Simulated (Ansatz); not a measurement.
Calculated with Ansatz (gas phase, PBE0-D4/def2-TZVP geometries, no zero-point term in ΔE). CBS: MP2 limit from def2 TZ/QZ plus the TZ coupled-cluster correction, frozen cores. DFT in def2-TZVPP. For Ge outer-core shells are correlated without core-valence functions, which leaves a few kJ/mol of doubt a bond. Scalar relativity is left out up to krypton. Each species was taken in one conformer, which may not be the lowest.

Consider the redistribution: `CO[SiH](F)[SiH3]` + `O[SiH2][GeH3]` → `CO[SiH2][SiH3]` + `O[SiH2][GeH2][F]`.

```tsv
level	ΔE (kcal/mol)
PBE0-D4	22.9
SCS-MP2/def2-TZVPP	23.4
```

(1) What does CCSD(T)/CBS give? (An estimate is asked.)

Largest T1 diagnostic among the species: 0.012.

Results:

(1) Ansatz gave: +24.5 kcal/mol. The listed levels differ from it by -1.6, -1.1 kcal/mol.

From PBE to PBE0 (25 % exact exchange), in def2-TZVPP and without D4, ΔE moves by +1.3 kcal/mol.
